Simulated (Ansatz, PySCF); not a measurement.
1-(chloromethyl)-1-fluorocyclopropane (C4H6ClF), SMILES FC1(CCl)CC1. Atoms are numbered in the order given.

```xyz
12

F     -0.6126     0.7546     1.3735
C     -0.6556    -0.0984     0.3141
C      0.6491    -0.7893     0.0954
Cl     1.9084     0.3241    -0.5163
C     -1.9459    -0.8200     0.1005
C     -1.5286     0.3028    -0.8194
H      1.0154    -1.2108     1.0416
H      0.5375    -1.5979    -0.6380
H     -1.9250    -1.8487    -0.2690
H     -2.7326    -0.6064     0.8282
H     -1.1990     0.0688    -1.8350
H     -2.0433     1.2598    -0.7084
```

Coordinates come from a PBE0-D3(BJ)/def2-SVP optimisation. One conformer was computed; it need not be the lowest.

Two levels are set side by side: PBE-D3(BJ)/def2-SVP (Ansatz, a quantum-chemistry and plane-wave program) and PBE0-D3(BJ)/def2-SVP (Ansatz). Each level has its own optimised geometry; the coordinates shown are those of the second. Frequencies come from the Hessian of PySCF at each geometry. Differences are taken from unrounded values.

```json
[
 {"quantity": "mean bond length (Å)", "PBE0-D3(BJ)": "1.308"},
 {"quantity": "bond F1–C2 (Å)", "PBE0-D3(BJ)": "1.361"},
 {"quantity": "bond C2–C3 (Å)", "PBE0-D3(BJ)": "1.492"},
 {"quantity": "bond C2–C5 (Å)", "PBE0-D3(BJ)": "1.494"},
 {"quantity": "bond C2–C6 (Å)", "PBE0-D3(BJ)": "1.486"},
 {"quantity": "bond C3–Cl4 (Å)", "PBE0-D3(BJ)": "1.789"},
 {"quantity": "bond C5–C6 (Å)", "PBE0-D3(BJ)": "1.510"},
 {"quantity": "bond C3–H7 (Å)", "PBE0-D3(BJ)": "1.099"},
 {"quantity": "bond C3–H8 (Å)", "PBE0-D3(BJ)": "1.097"},
 {"quantity": "bond C5–H9 (Å)", "PBE0-D3(BJ)": "1.093"},
 {"quantity": "bond C5–H10 (Å)", "PBE0-D3(BJ)": "1.093"},
 {"quantity": "bond C6–H11 (Å)", "PBE0-D3(BJ)": "1.093"},
 {"quantity": "bond C6–H12 (Å)", "PBE0-D3(BJ)": "1.092"},
 {"quantity": "highest harmonic wavenumber (cm⁻¹)", "PBE0-D3(BJ)": "3267"},
 {"quantity": "mean harmonic wavenumber (cm⁻¹)", "PBE0-D3(BJ)": "1364"},
 {"quantity": "zero-point energy (kcal/mol)", "PBE0-D3(BJ)": "58.49"}
]
```

What does PBE-D3(BJ) give, and how far is it from PBE0-D3(BJ)? (An estimate is asked for; the answer gives what the named calculation found.)


| quantity | PBE-D3(BJ) | PBE-D3(BJ) minus PBE0-D3(BJ) |
|---|---|---|
| mean bond length (Å) | 1.319 | 0.011 |
| bond F1–C2 (Å) | 1.376 | 0.016 |
| bond C2–C3 (Å) | 1.500 | 0.007 |
| bond C2–C5 (Å) | 1.508 | 0.014 |
| bond C2–C6 (Å) | 1.498 | 0.012 |
| bond C3–Cl4 (Å) | 1.809 | 0.020 |
| bond C5–C6 (Å) | 1.521 | 0.011 |
| bond C3–H7 (Å) | 1.107 | 0.008 |
| bond C3–H8 (Å) | 1.106 | 0.009 |
| bond C5–H9 (Å) | 1.101 | 0.008 |
| bond C5–H10 (Å) | 1.101 | 0.008 |
| bond C6–H11 (Å) | 1.101 | 0.008 |
| bond C6–H12 (Å) | 1.100 | 0.008 |
| highest harmonic wavenumber (cm⁻¹) | 3175 | -92 |
| mean harmonic wavenumber (cm⁻¹) | 1314 | -49 |
| zero-point energy (kcal/mol) | 56.37 | -2.12 |

GGA bonds tend to be longer and softer than those of functionals with exact exchange. Differences between two approximate levels are no errors against the true value.
